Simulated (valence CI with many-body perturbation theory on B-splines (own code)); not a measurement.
Results of a calculation; reference values are marked as such.
# Ba XXXV in three bases

Level of theory: configuration interaction combined with many-body perturbation theory (CI+MBPT): four valence electrons over a frozen Dirac-Fock core [Ar], a basis of 7 s, 7 p, 8 d, 6 f, 4 g, 1 h functions for each j, with the one-electron correlation potential Σ1, the two-electron term Σ2, the three-electron term Σ3, Breit, model QED; selected CI, second order for the rest, scaled by the run's own slope (own B-spline code, finite nucleus).

The last digits are not significant, and no measured levels were compared; by estimate large intervals hold to a few tenths of a per cent, small ones and those within an open d or f shell to about a per cent. Only levels of the ground parity were solved; by the run's estimate the other parity begins above the list, which can be wrong where configurations are misplaced.

The reference run has the lowest level (3d3/2^4) J=0 and an ionisation energy of 2255.94 eV. Its largest variational space holds 17890 state functions.

Levels are named by their leading jj configuration (3d3/2^4 stands for four electrons in 3d with j = 3/2), which in mixed levels can hold well under half, so a name can repeat and another be missing. Letters in brackets count levels of one name in rising energy.

Changed runs:
A. basis 6 s, 6 p, 5 d, 5 f, 1 g
B. basis 5 s, 5 p, 4 d, 4 f

Excitation energies of the reference run in cm⁻¹, and shifts in cm⁻¹:

```csv
Level,Reference,A,B
(3d3/2^3 3d5/2) J=1,102866,-223,-399
(3d3/2^3 3d5/2) J=2,158435,-220,-290
(3d3/2^3 3d5/2) J=4,172499,+20,+252
(3d3/2^3 3d5/2) J=3,183727,-135,-60
(3d3/2^2 3d5/2^2) J=0 [a],260414,-127,-221
(3d3/2^2 3d5/2^2) J=4 [a],273730,-160,-81
(3d3/2^2 3d5/2^2) J=2 [a],288461,+52,+513
(3d3/2^2 3d5/2^2) J=3 [a],291428,-78,+217
(3d3/2^2 3d5/2^2) J=5,313270,-13,+407
(3d3/2^2 3d5/2^2) J=1,325034,+10,+387
(3d3/2^2 3d5/2^2) J=6,329850,+58,+610
(3d3/2^2 3d5/2^2) J=4 [b],353847,+101,+619
Ionisation energy (eV),2255.94,-0.09,-0.14
```
